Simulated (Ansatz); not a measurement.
H5OPSSi can be A, `O[SiH2]PS`, or B, `O[SiH](P)S`.

Gas-phase electronic energies from Ansatz, PBE0-D4/def2-TZVP geometries. CCSD(T)/CBS is the MP2 limit (def2-TZVPP, def2-QZVPP) plus CCSD(T) − MP2 in def2-TZVPP, frozen cores. Functionals use def2-TZVPP. B3LYP here is the variant with VWN-RPA as its local correlation; programs differ in this. Each species was taken in one conformer, which may not be the lowest.

A:

Z-matrix (Å, degrees):
```
Si
P 1 2.257
O 1 1.645 2 113.9
H 1 1.483 2 109.4 3 -118.7
H 1 1.488 2 104.9 3 122.2
S 2 2.132 1 94.8 3 -39.9
H 2 1.420 1 95.9 3 57.1
H 3 0.960 1 116.0 2 59.1
H 6 1.342 2 95.5 1 -127.5
```

B:

Z-matrix (Å, degrees):
```
Si
P 1 2.249
S 1 2.137 2 103.4
O 1 1.644 2 110.7 3 121.8
H 1 1.480 2 115.4 3 -120.5
H 2 1.421 1 92.6 3 167.7
H 2 1.420 1 93.1 3 73.6
H 3 1.344 1 94.4 2 -169.2
H 4 0.959 1 117.1 2 -64.5
```

Q: Which is lower in electronic energy at CCSD(T)/CBS, and by how much? (Estimate.)

A: Computed: B, by 63.6 kJ/mol.

Q: Give E(B) − E(A) in kJ/mol with B2PLYP, LDA (SPW92), PBE0-D4, BLYP-D4, B3LYP-D4, PBE-D4, HF/def2-TZVPP. (Estimate.)

A: The calculation gave: B2PLYP -63.1, LDA (SPW92) -63.0, PBE0-D4 -62.9, BLYP-D4 -57.7, B3LYP-D4 -60.2, PBE-D4 -60.4, HF/def2-TZVPP -63.6. None reverses the order clearly.

Q: Does the order hold for the free energy at 298.15 K (harmonic terms from PBE0-D4)? (Estimate.)

A: The calculation gave: Yes: G(B) − G(A) = -64.3 kJ/mol, for one conformer each.

Largest T1 diagnostic: 0.013.

Leaving LDA and LC-ωPBE aside and taking each functional with its dispersion term where it has one, the values, not all of them listed here, spread over 8.1 kJ/mol, from PBE-QIDH to BLYP-D4. From BLYP to BHLYP (50 % exact exchange), in def2-TZVPP and without D4, E(B) − E(A) moves by −4.0 kJ/mol.
